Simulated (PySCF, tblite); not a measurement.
Isomers of C6H5N2O (doublet state), one GFN2-xTB conformer each. Single-point energies are computed at B3LYP/pcH-1 (PySCF, gas phase, no added dispersion term), electronic only. GFN2-xTB treats the open shell by occupation alone, and not every SCF solution was tested for stability.

Task: Rank them by B3LYP/pcH-1 energy, lowest first (kJ/mol).
A. `[CH2:1]=[N:2][C:3]1[CH:4]=[CH:5][C@H:6]([C:7]#[N:8])[O:9]1` (doublet state) with C1–N2–C3–C4 171°
B. `[H]/[N:9]=[CH:8]\[C:7]1[C:3]([C:2]#[N:1])=[CH:4][O:5][CH2:6]1` (doublet state) with C6–C7–C8–N9 0°

Result: B (0.0), A (26.2).

As drawn, the lower has an N–H bond, which the higher lacks. GFN2-xTB itself gives, in the same order: 1.4, 0.0. GFN2-xTB puts C=N[C]1C=C[C@H](C#N)O1 lowest instead.

Task: What happens when harmonic zero-point energies from GFN2-xTB frequencies are added?

Result: 
```csv
SMILES,ZPE (kJ/mol),electronic (kJ/mol),with ZPE (kJ/mol)
[H]/N=C\[C]1COC=C1C#N,255.5,0.0,0.0
C=N[C]1C=C[C@H](C#N)O1,250.8,26.2,21.4
```

The zero-point energies span 4.7 kJ/mol. The order is unchanged.

Task: As an exercise, what shares would exp(−E/RT) give at 2000 K from these electronic energies alone (no entropy, no degeneracies)?

Result: RT = 16.629 kJ/mol: [H]/N=C\[C]1COC=C1C#N 82.8 %, C=N[C]1C=C[C@H](C#N)O1 17.2 %.
